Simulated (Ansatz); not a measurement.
The cluster B8⁻, 8 atoms. Hardware: 4 threads of Arm Neoverse V1 on a shared host.

Correlated methods freeze 8 core orbitals.

Problem. How many basis functions does each of these Ansatz runs have, and roughly what does it cost? PBE-D4/def2-SVPD, charge -1 doublet, relaxation, 13 steps; HSE06-D4/def2-TZVPD, charge -1 doublet, energy, from earlier orbitals; PBE0-D4/def2-TZVPD, charge -1 doublet, energy, from earlier orbitals; PBE-D4/def2-SVP, charge -1 doublet, energy with a search over starts; CCSD(T)/def2-SVPD, charge -1 doublet, energy, from earlier orbitals; MP2/def2-TZVPD, charge -1 doublet, energy, from earlier orbitals; PBE-D4/def2-TZVPD, charge -1 doublet, energy and forces, from earlier orbitals; B97M-V/def2-TZVPD, charge -1 doublet, energy, from earlier orbitals; B2PLYP/def2-TZVPD, charge -1 doublet, energy, from earlier orbitals; HF/STO-3G, charge -1 doublet, energy; r2SCAN-D4/def2-TZVPD, charge -1 doublet, energy, from earlier orbitals.

Solution. Other jobs shared the machine, so times can vary by a factor of up to 3. A dash marks memory too small to be measured apart from the calling script's.

| run | functions | fitting or Cholesky vectors | wall time | peak host memory (GiB) |
| --- | --- | --- | --- | --- |
| HF/STO-3G, charge -1 doublet, energy | 40 | 544 | 0.25 s | – |
| PBE-D4/def2-SVP, charge -1 doublet, energy with a search over starts | 112 | 1232 | 5.5 s | – |
| MP2/def2-TZVPD, charge -1 doublet, energy, from earlier orbitals | 296 | 1808 | 13 s | 1.1 |
| PBE-D4/def2-TZVPD, charge -1 doublet, energy and forces, from earlier orbitals | 296 | 1320 | 23 s | 1.1 |
| HSE06-D4/def2-TZVPD, charge -1 doublet, energy, from earlier orbitals | 296 | 1320 | 23 s | 1.5 |
| PBE-D4/def2-SVPD, charge -1 doublet, relaxation, 13 steps | 160 | 1272 | 29 s | – |
| PBE0-D4/def2-TZVPD, charge -1 doublet, energy, from earlier orbitals | 296 | 1320 | 33 s | 1.5 |
| B2PLYP/def2-TZVPD, charge -1 doublet, energy, from earlier orbitals | 296 | 1808 | 55 s | 1.5 |
| r2SCAN-D4/def2-TZVPD, charge -1 doublet, energy, from earlier orbitals | 296 | 1320 | 60 s | 1.2 |
| B97M-V/def2-TZVPD, charge -1 doublet, energy, from earlier orbitals | 296 | 1320 | 72 s | 1.4 |
| CCSD(T)/def2-SVPD, charge -1 doublet, energy, from earlier orbitals | 160 | 1592 | 95 s | 3.5 |
